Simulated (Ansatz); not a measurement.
Z-matrix (Å, degrees):
```
Sn
F 1 1.9087
F 1 1.9087 2 103.37
H 1 1.6917 2 107.08 3 -112.89
H 1 1.6917 4 123.43 2 124.83
```
Charge 0, multiplicity 1.

These are frozen-core CCSD(T)/def2-TZVPP // PBE0-D3(BJ)/def2-TZVP (Ansatz, a first-principles code) values and carry that method's errors.

- HF energy: -413.53286 Ha
- MP2 correlation energy: -0.83022 Ha

Problem. Estimate the CCSD correlation energy, the (T) correction, the total energy and the T1 diagnostic.

Solution. 
The CCSD correlation energy is -0.83199 Ha. The (T) correction is -0.02308 Ha. The CCSD(T) total energy is -414.38793 Ha and the T1 diagnostic is 0.014.
